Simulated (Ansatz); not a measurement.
Coupled-cluster diagnostics for the cluster H3W2 (the lowest doublet isomer of a short search), Ansatz.

Geometry of the doublet (PBE-D4/def2-TZVP):

| atom | x (Å) | y (Å) | z (Å) |
| --- | --- | --- | --- |
| W1 | -0.873 | -0.221 | -0.101 |
| W2 | 0.894 | 0.638 | 0.844 |
| H3 | -1.614 | 1.327 | -0.273 |
| H4 | 1.573 | -0.927 | 0.981 |
| H5 | 0.020 | -0.817 | -1.450 |

In the def2 sets W takes a core potential; there is no spin–orbit coupling. Correlated methods freeze no core orbitals; core or outer-core shells of W are correlated, in sets that lack core-valence functions. At PBE0-D4/def2-TZVP a triplet of charge 1 lies 0.35 eV below the restricted singlet at the same geometry. At PBE0-D4/def2-TZVPD a triplet of charge -1 lies 0.19 eV below the restricted singlet at the same geometry. The structure comes from a short search, and lower isomers may exist.

Geometry of the charge 0 quartet (PBE-D4/def2-TZVP):

```xyz
5

W    -0.754    0.025   -0.413
W     1.191   -0.019    0.686
H    -0.083    0.702   -1.850
H     0.613    0.977    1.952
H    -0.967   -1.685   -0.375
```

(1) Estimate the CCSD(T) correlation energy, the shares of MP2 and (T), T1 and the reference's ⟨S²⟩ for: charge 0, doublet, own geometry in def2-TZVPP; charge 0, doublet, own geometry in def2-TZVPD; charge 0, quartet, own geometry in def2-TZVPP; charge 1, singlet, vertical in def2-TZVPP; charge -1, singlet, vertical in def2-TZVPD; and the rough time on 4 threads of Arm Neoverse V2 on a shared host.

Answers

(1) 
```csv
state,basis,correlation (eV),MP2 share (%),(T) share (%),T1,⟨S²⟩ (pure),wall time,remarks
"charge 0, doublet, own geometry",def2-TZVPP,-25.241,92.7,6.0,0.077,3.15 (0.75),3 min,"large T1, spin-contaminated"
"charge 0, doublet, own geometry",def2-TZVPD,-20.554,91.7,5.5,0.079,3.16 (0.75),57 s,"large T1, spin-contaminated"
"charge 0, quartet, own geometry",def2-TZVPP,-25.513,93.2,6.0,0.077,5.07 (3.75),3 min,"large T1, spin-contaminated"
"charge 1, singlet, vertical",def2-TZVPP,-27.424,99.6,7.1,0.128,0.00 (0.00),42 s,"flagged by the program, large T1, restricted SCF unstable"
"charge -1, singlet, vertical",def2-TZVPD,-24.868,105.3,6.7,0.124,0.00 (0.00),22 s,"flagged by the program, large T1, restricted SCF unstable"
```
Customary marks for T1 are 0.02 (closed shells), 0.045 (open shells) and about 0.05 (3d metals). T1 exceeds 0.02 in 5 of 5 rows and 0.045 in 5; the higher it lies, the less the single-reference result can be trusted.
